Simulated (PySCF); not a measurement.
Harmonic spectrum computed at PBE0 in the def2-TZVP basis family (core potentials from Rb on, PySCF, no spin–orbit coupling):

```tsv
ω (cm⁻¹)	IR (km/mol)
523	44.3
995	237
1648	329
```

Task: Which molecule gave it? In each, all ligands are bound to the one heavy central atom.
A. HNO (singlet)
B. HTiO (doublet)
C. HZrO (doublet)
D. HTaO (triplet)
E. HMoO (quartet)

Result: C. It has Cs symmetry with Zr–H 1.858 Å, Zr–O 1.720 Å.
